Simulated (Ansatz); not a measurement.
[CrO3Cl]- (CrClO₃⁻). Total charge -1; singlet. Geometry PBE0-D4/def2-SVPD.

```tsv
atom	x (Å)	y (Å)	z (Å)
Cr1	0.0915	-0.0618	0.1209
O2	0.8253	1.1412	0.8242
O3	-0.8772	-0.8034	1.1170
O4	1.1216	-1.0614	-0.5273
Cl5	-1.1612	0.7854	-1.5348
```

The 6-31G sets use Cartesian d functions. B3LYP takes the VWN-RPA correlation. The restricted singlet is unstable towards broken spin symmetry in Hartree–Fock (as tested in another run); at PBE-D4/def2-SVPD, r2SCAN-D4/def2-TZVPD, B3LYP-D4/6-31G, PBE0-D4/def2-TZVPD and others this wasn't settled.

Question: Estimate the orbital energies around the gap (eV) in Ansatz with PBE-D4/def2-SVPD, r2SCAN-D4/def2-TZVPD, B3LYP-D4/6-31G, PBE0-D4/def2-TZVPD, ωB97X-V/def2-TZVPD.

Answer: 
```csv
orbital,PBE-D4/def2-SVPD,r2SCAN-D4/def2-TZVPD,B3LYP-D4/6-31G,PBE0-D4/def2-TZVPD,ωB97X-V/def2-TZVPD
HOMO−13,-17.31,-18.91,-20.03,-20.72,-23.52
HOMO−12,-15.00,-15.88,-16.84,-17.53,-20.35
HOMO−11,-5.58,-5.84,-6.85,-7.37,-10.16
HOMO−10,-5.58,-5.84,-6.85,-7.37,-10.16
HOMO−9,-5.04,-5.28,-6.13,-6.63,-9.37
HOMO−8,-5.02,-5.23,-6.12,-6.63,-9.37
HOMO−7,-5.02,-5.23,-6.12,-6.63,-9.32
HOMO−6,-4.34,-4.63,-5.16,-5.75,-8.14
HOMO−5,-3.49,-3.68,-4.36,-4.88,-7.32
HOMO−4,-3.25,-3.53,-4.18,-4.75,-7.29
HOMO−3,-3.25,-3.53,-4.18,-4.75,-7.29
HOMO−2,-2.50,-2.74,-3.33,-3.86,-6.24
HOMO−1,-2.50,-2.74,-3.33,-3.86,-6.24
HOMO,-2.03,-2.25,-2.96,-3.54,-6.00
LUMO,1.10,1.24,2.05,2.09,4.26
LUMO+1,1.10,1.24,2.05,2.09,4.26
LUMO+2,1.51,1.68,2.42,2.44,4.36
LUMO+3,3.37,3.57,4.20,3.72,4.64
LUMO+4,3.37,3.58,4.20,3.89,4.65
LUMO+5,3.38,3.85,4.82,3.89,4.71
```
